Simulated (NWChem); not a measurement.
Molecule: C₂HClF₂Si; SMILES C(#C)[Si](F)(F)Cl

Results from NWChem. Pople sets run with spherical d functions. Coordinates come from a PBE0/def2-SVP optimisation. Level: M05-2X/6-31G* with SMD (1 M gas to 1 M solution), gas-phase geometry. Reactions with the solvent are ignored.

Question: Predict the results for solvent water. Quantities: solvation free energy (kcal/mol); cavity-dispersion-structure term (kcal/mol); dipole in solution (D).

Answer: 
```
Item                                         Value
-------------------------------------------  -----
solvation free energy (kcal/mol)               0.7
cavity-dispersion-structure term (kcal/mol)    5.1
dipole in solution (D)                        3.41
```
